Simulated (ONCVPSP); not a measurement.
# Pm (Z = 61): ONCV pseudisation with PBE, scalar-relativistic reference atom.

ONCVPSP 4.0.1 input, shortened (lines: element, Z, core and valence counts, functional; n l f; lmax; l rc ep ncon nbas qcut; lloc lpopt rc5 dvloc0; l nproj debl; icmod fcfact rcfact), PBE, scalar-relativistic:

```
  Pm 61.00   11    3        4      upf
    1    0    2.00
    2    0    2.00
    2    1    6.00
    3    0    2.00
    3    1    6.00
    3    2   10.00
    4    0    2.00
    4    1    6.00
    4    2   10.00
    5    0    2.00
    5    1    6.00
    4    3    4.00
    5    2    1.00
    6    0    2.00
    3
    0    2.90    0.00    5    8    1.90
    1    2.95    0.07    5   10    3.40
    2    3.80    0.00    4    9    4.50
    3    1.10    0.00    4    9   15.10
    4    5    1.05    0.00
    0    2    1.30
    1    1    1.40
    2    2    1.70
    3    2    3.30
    0    0.00    0.00
```

Is a potential produced?

No. ONCVPSP 4.0.1 stopped with "ERROR pspot: first pseudo wave function has node, program will stop": the optimised pseudo-wave of the first projector has a node, so the radial equation cannot be inverted for a potential. It happened in the p channel.
